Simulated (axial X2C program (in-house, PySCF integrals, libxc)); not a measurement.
**Low determinants of TiB⁻ at the PBE0 level, spin-free**

All values were computed with an in-house all-electron X2C program for linear molecules (integrals from PySCF). Spin-free means the one-electron spin-free X2C Hamiltonian. Basis: Ti dyall-acv3z [11s11p7d4f2g], B dyall-av3z [8s7p3d2f] (cores contracted in-house); Gaussian nuclei, density fitting, unrestricted open shells. Masses: Ti 47.948 u, B 11.009 u.

Search at 2.110 Å (vertical energies from the lowest determinant):

```
ΔE (eV)           state  electrons beyond evenly filled partner blocks  electrons in σ, π, δ, φ
   0.00  M_S = 1, Λ = 1                              σα, π+α, π+β, π-α                17 11 0 0
   0.13  M_S = 0, Λ = 1                              σβ, π+α, π+β, π-α                17 11 0 0
   0.24  M_S = 1, Λ = 0                                       π+α, π-α                18 10 0 0
   0.25  M_S = 2, Λ = 1                               σα, 2 × π+α, π-α                17 11 0 0
   0.27  M_S = 1, Λ = 0                                         2 × σα                16 12 0 0
   0.33  M_S = 3, Λ = 0                       2 × σα, 2 × π+α, 2 × π-α                16 12 0 0
   0.80  M_S = 2, Λ = 0                               2 × σα, π+α, π-α                18 10 0 0
```

Lowest determinant, M_S = 1, Λ = 1 (beyond evenly filled blocks: σα, π+α, π+β, π-α): Re = 1.950 Å, ωe = 558.9 cm⁻¹.

The determinant in row 2 of the search, M_S = 0, Λ = 1 (beyond evenly filled blocks: σβ, π+α, π+β, π-α), was followed along the bond at PBE0; measured from the minimum of the lowest determinant it gives:

Te = 0.160 eV (1292 cm⁻¹), Re = 1.960 Å, ωe = 509.2 cm⁻¹.

Question: Compare the bond of the determinant in row 2 with that of the lowest one.

Answer: At PBE0 its Re is 0.010 Å longer and its force constant, which goes as ωe², is 0.83 times that of the lowest determinant. This determinant mixes spin states, so it has no term energy of its own.

The search compares states at one distance, so a state with another bond length can lie lower; it is not exhaustive and yields mostly the lowest determinant of each block pattern, so other components and higher states of one pattern are missing. These are energies of single determinants, not of spin-adapted states; PBE0 term energies can be off by some tenths of an eV, and the functional has no current term. The lowest determinant need not be the ground state where others lie within half an eV. For an anion, determinants above electron detachment are held by the basis set. The highest occupied level of some functionals is positive through self-interaction error; at Hartree–Fock it is bound. Row 1 is spin-contaminated (⟨S²⟩ = 2.23 against 2.00), so its values are not those of a pure state. Row 2 is spin-contaminated (⟨S²⟩ = 1.27 against 0.00), so its values are not those of a pure state. Row 1 has a positive highest level at its minimum. Row 2 has a positive highest level at its minimum.
